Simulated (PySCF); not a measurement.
Computed structure and properties of [Pb(CN)3]−

System: [Pb(CN)3]− (singlet); start: displaced along the imaginary mode (C3v). Method: PySCF 2.14.0, RKS PBE0, Pb def2-SVP with ECP60, C def2-SVP, N def2-SVP; non-relativistic Hamiltonian with scalar-relativistic core potentials where named; density fitting; no spin-orbit coupling.

Input of the relaxation:

```python
mol = gto.M(atom='''
Pb     0.00000     0.00000     0.03589
C      2.60453     0.00001    -0.25000
N      3.77396     0.00001     0.03654
C     -1.30227     2.25558    -0.25000
N     -1.88699     3.26834     0.03654
C     -1.30226    -2.25559    -0.25000
N     -1.88697    -3.26836     0.03654''',
    basis={'Pb': 'def2-SVP', 'C': 'def2-SVP', 'N': 'def2-SVP'},
    ecp={'Pb': 'def2-SVP'},
    charge=-1, spin=0)
mf = dft.RKS(mol, xc='PBE0')
mf.grids.atom_grid = (50, 194)
mf = mf.density_fit()  # fitting sets: Pb def2-universal-JKFIT, C def2-universal-JKFIT, N def2-universal-JKFIT
mf.conv_tol = 1e-08; mf.max_cycle = 55
mf.kernel(dm0)  # dm0: converged density of the start geometry
# quasi-Newton relaxation in Cartesian coordinates to a largest gradient under 0.00045 Eh/bohr, steps kept in the point group
```

Run from Python with OMP_NUM_THREADS=2; the lines above give its settings. Where DIIS fails, smearing, a level shift and second-order steps follow.
It took 62 s on 2 threads of Intel(R) Xeon(R) Platinum 8488C (Sapphire Rapids), on a shared host, from the converged density of the start.

Course of the relaxation:

```json
{"step": "0", "energy above end (eV)": "1.7497", "largest force component within the symmetry (eV/Å)": "3.664"}
{"step": "1", "energy above end (eV)": "1.5411", "largest force component within the symmetry (eV/Å)": "4.848"}
{"step": "2", "energy above end (eV)": "1.0830", "largest force component within the symmetry (eV/Å)": "0.641"}
{"step": "3", "energy above end (eV)": "0.7863", "largest force component within the symmetry (eV/Å)": "1.392"}
{"step": "4", "energy above end (eV)": "0.4095", "largest force component within the symmetry (eV/Å)": "1.499"}
{"step": "5", "energy above end (eV)": "0.2372", "largest force component within the symmetry (eV/Å)": "0.441"}
{"step": "6", "energy above end (eV)": "0.1832", "largest force component within the symmetry (eV/Å)": "1.319"}
{"step": "7", "energy above end (eV)": "0.1492", "largest force component within the symmetry (eV/Å)": "0.906"}
{"step": "12", "energy above end (eV)": "0.0087", "largest force component within the symmetry (eV/Å)": "0.152"}
{"step": "13", "energy above end (eV)": "0.0026", "largest force component within the symmetry (eV/Å)": "0.348"}
{"step": "14", "energy above end (eV)": "0.0008", "largest force component within the symmetry (eV/Å)": "0.028"}
{"step": "15", "energy above end (eV)": "0.0001", "largest force component within the symmetry (eV/Å)": "0.040"}
{"step": "16", "energy above end (eV)": "0.0000", "largest force component within the symmetry (eV/Å)": "0.011"}
{"step": "17", "energy above end (eV)": "0.0000", "largest force component within the symmetry (eV/Å)": "0.001"}
```
(The steps between are left out.)

Relaxed geometry (C3v):

```xyz
7

Pb    0.0000    0.0000    1.2197
C     1.9540    0.0000   -0.0707
N     3.0215    0.0000   -0.5373
C    -0.9770    1.6922   -0.0707
N    -1.5108    2.6167   -0.5373
C    -0.9770   -1.6922   -0.0707
N    -1.5107   -2.6167   -0.5373
```

| contact | Å |
| --- | --- |
| Pb1–C2 (CN) | 2.342 |
| Pb1–C4 (CN) | 2.342 |
| Pb1–C6 (CN) | 2.342 |

On the finer grid (75, 302):

The HOMO is -3.84 eV. The LUMO is 2.94 eV, the dipole about the centre of mass is 7.95 D and the set of Mulliken populations of Pb1 outside the core potential is s 3.78, p 7.56, d 10.10. The D3(BJ) dispersion energy (not in the energies) is -0.190 eV.

| atom | Mulliken (e) | Löwdin (e) | spin (e) |
| --- | --- | --- | --- |
| Pb1 | 0.55 | 0.21 | 0.00 |
| C2 | -0.33 | -0.24 | 0.00 |
| N3 | -0.19 | -0.17 | 0.00 |
| C4 | -0.33 | -0.24 | 0.00 |
| N5 | -0.19 | -0.17 | 0.00 |
| C6 | -0.33 | -0.24 | 0.00 |
| N7 | -0.19 | -0.17 | 0.00 |

On the grid (50, 194), as all that follows. Harmonic modes: a minimum; lowest 64 cm⁻¹ (negative: unstable), highest 2294 cm⁻¹, zero-point energy 0.590 eV.

Taking off one CN (charge -1, singlet; the rest: singlet) in vacuum, both parts rigid, costs 3.42 eV; the small basis without counterpoise inflates it.

Rigid scan of CN along the line from its metal:

```json
{"distance to C2 (Å)": "2.04", "energy (eV)": "0.541"}
{"distance to C2 (Å)": "2.14", "energy (eV)": "0.209"}
{"distance to C2 (Å)": "2.24", "energy (eV)": "0.046"}
{"distance to C2 (Å)": "2.34", "energy (eV)": "0.000"}
{"distance to C2 (Å)": "2.44", "energy (eV)": "0.035"}
{"distance to C2 (Å)": "2.54", "energy (eV)": "0.124"}
{"distance to C2 (Å)": "2.74", "energy (eV)": "0.393"}
{"distance to C2 (Å)": "3.04", "energy (eV)": "0.869"}
{"distance to C2 (Å)": "3.44", "energy (eV)": "1.449"}
{"distance to C2 (Å)": "3.94", "energy (eV)": "1.991"}
```

One start shape was tried, so this needn't be the lowest isomer.
